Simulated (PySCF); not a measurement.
Gas-phase reaction: 2 SnO2 + 2 C2H3 (vinyl) = 2 Sn(OH)2 + C4H2, at 1400 K and a standard pressure of 1 bar. Level: LDA/def2-TZVP†.

Method: PySCF energies plus ideal-gas RRHO corrections (1 bar). † marks an energy on the PBE0/def2-TZVP geometry and frequencies. Open shells (unrestricted): C2H3 (vinyl) (multiplicity 2); the rest are closed-shell singlets. Sn: scalar-relativistic def2 core potential, no spin-orbit coupling. SnO2, Sn(OH)2: computed as isolated molecules; such fragments, hydroxides, amides, oligomers or adducts are transient or little studied in the gas. The harmonic model lacks anharmonicity and excited electronic states, which grow with temperature; levels with a mode under 35 cm⁻¹ are left out. Internal rotation in Sn(OH)2 is treated as a harmonic vibration of one conformer, which makes the entropy rough.

```tsv
species	E (Ha)	H(1400 K) − E (kJ/mol)	S°(1400 K) (J/mol/K)
SnO2	-363.37187	88.9	343.8
C2H3 (vinyl)	-77.17694	185.7	335.3
Sn(OH)2	-364.67909	178.2	425.9
C4H2	-152.11725	225.5	395.7
```
E: electronic energy; H − E holds the zero-point and thermal terms. 1 Ha = 2625.5 kJ/mol.

### Question
Work out ΔH°, ΔS°, ΔG° and log10 K from these numbers.

### Answer
1. ΔE = 2×(-364.67909) + 1×(-152.11725) − 2×(-363.37187) − 2×(-77.17694) = -0.37781 Ha = -991.9 kJ.
2. Δ(H − E) = 2×(178.2) + 1×(225.5) − 2×(88.9) − 2×(185.7) = 32.7 kJ, so ΔH° = -959.2 kJ.
3. ΔS° = 2×(425.9) + 1×(395.7) − 2×(343.8) − 2×(335.3) = -110.7 J/K; the number of gas molecules changes by -1.
4. ΔG° = ΔH° − TΔS° = -959.2 − 1400×(-110.7)/1000 = -804.2 kJ.
5. log10 K = −ΔG°/(RT ln 10) = 30.01, with RT ln 10 = 26.80 kJ/mol; at standard pressures the products are favoured.
6. A shift of 10 kJ in ΔE would move log10 K by 0.37 here.
For scale, ΔH°(298 K) is -978 kJ at this level, -1013 kJ at ωB97M-V/def2-TZVP†, and runs from -1099 to -872 kJ over the 13 levels computed.
